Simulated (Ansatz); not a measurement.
Ba(Cl)2 anion (BaCl2), SMILES [Cl][Ba][Cl] (connectivity only; charge and spin as stated), charge -1, multiplicity 2. Atoms are numbered in the order given.

```xyz
3

Ba     0.0000     0.0000     0.0000
Cl     0.0000     0.0000    -2.8788
Cl     0.0000     0.0000     2.8788
```
Charge -1, spin multiplicity 2.

Geometry optimised at PBE0-D3(BJ)/def2-SVPD. The spin state was assumed, not searched. The isomer is the one that the SMILES or the coordinates give; other isomers of the formula were not compared. The def2 effective core potentials stand for the cores of Ba; spin–orbit coupling is left out.

Two levels are set side by side: PBE-D3(BJ)/def2-SVPD (Ansatz, an electronic-structure program) and PBE0-D3(BJ)/def2-SVPD (Ansatz). Each level has its own optimised geometry; the coordinates shown are those of the second. Differences are taken from unrounded values.

| quantity | PBE0-D3(BJ) | PBE-D3(BJ) | PBE-D3(BJ) minus PBE0-D3(BJ) |
|---|---|---|---|
| mean bond length (Å) | 2.879 | 2.884 | 0.005 |
| bond Ba1–Cl2 (Å) | 2.879 | 2.884 | 0.005 |
| bond Ba1–Cl3 (Å) | 2.879 | 2.884 | 0.005 |

On these quantities the two levels nearly agree.
